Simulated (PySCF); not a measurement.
Dipole response of Se⁻ (selenium, charge -1)

[Ar] 3d10 4s2 4p5, 2P determinant. All numbers are calculated (PySCF 2.14, a scalar-relativistic core potential, in aug-cc-pwCVTZ-PP with ECP10MDF (8s7p6d4f1g, 96 functions)). Coupled (time-dependent) response in atomic units; α is the mean over directions.

| method | mean α (bohr³) | α xx, yy, zz | C₆ (like pair) | S(−4) |
| --- | --- | --- | --- | --- |
| r2SCAN0 | 60.27 | 46.45, 67.18, 67.18 | 744.8 | 1262 |

S(−4) is the Cauchy moment in α(ω) = α(0) + S(−4) ω² + …

Spin-orbit coupling is absent.

α(iu) at r2SCAN0:

| u (hartree) | α(iu) (bohr³) |
| --- | --- |
| 0 | 60.27 |
| 0.0500 | 57.37 |
| 0.100 | 50.83 |
| 0.200 | 37.39 |
| 0.300 | 27.51 |
| 0.500 | 15.94 |
| 0.750 | 9.216 |
| 1.00 | 5.979 |
| 1.50 | 3.139 |
| 2.00 | 1.973 |
| 3.00 | 1.037 |
| 5.00 | 0.4752 |

A single London oscillator, α(iu) = α/(1 + u²/ω²), gives C₆ = (3/4) ω α². Matching the computed C₆ needs ω = 4 × 744.8 / (3 × 60.27²) = 0.273 hartree.

For an ion, C₆ is the dispersion term alone; charge-induced terms of lower order in 1/R come first.

The components differ because the open shell of this determinant is not spherical; for a pure term their mean is the scalar polarisability.

Energies and moments cover only the electrons outside the core potential. The outer electron is barely bound at this level, so radii and moments hang on the diffuse functions.
